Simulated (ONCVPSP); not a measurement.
# cadmium (Cd): excitation energies, all-electron against ONCV

```
Element                 : Cd
Generator               : ONCVPSP 4.0.1
Type                    : optimised norm-conserving Vanderbilt (ONCV)
Functional              : PBEsol
Relativity              : scalar-relativistic
Frozen core             : [Ar] 3d10
Valence charge          : 20
Reference configuration : 4s2 4p6 4d10 5s1.5 5p0.5
Partial waves           : 4s+5s: rc 1.50 bohr, ncon 4, nbas 8, qcut 9.2 1/bohr, 3 projectors, debl 1.6 Ha; 4p+5p: rc 1.25 bohr, ncon 4, nbas 9, qcut 10.5 1/bohr, 3 projectors, debl 3.2 Ha; 4d: rc 1.35 bohr, ncon 4, nbas 8, qcut 10.9 1/bohr, 2 projectors, debl 4 Ha
Local potential         : polynomial inside 1.20 bohr (lpopt 3, dvloc0 4 Ha)
Core correction         : Teter function, fcfact 3.75, rcfact 1.25
```

Energies are relative to the spin-unpolarised reference configuration 4s2 4p6 4d10 5s1.5 5p0.5; without spin polarisation the order of configurations can differ from experiment.

| valence configuration | charge | ΔE all-electron (eV) | error AE − PS (meV) |
| --- | --- | --- | --- |
| 4s2 4p6 4d10 5s2 5p0 | 0 | -2.322 | +0.3 |
| 4s2 4p6 4d10 5s1 5p0 | +1 | 6.988 | -1.2 |

(1) What are ΔE and the potential's error for 4s2 4p6 4d10 5s0 5p0?

(2) What are ΔE and the potential's error for 4s2 4p5 4d10 5s2 5p0?

Levels in the configuration 4s2 4p6 4d10 5s1 5p0:

```csv
level,all-electron (eV),pseudo (eV)
4s,-114.659,-114.666
4p,-75.760,-75.763
4d,-20.522,-20.522
5s,-13.078,-13.078
```

## Answers

(1) ΔE = 24.084 eV all-electron; the error (AE − PS) is -5.4 meV.

(2) ΔE = 71.806 eV all-electron; the error (AE − PS) is -52 meV.
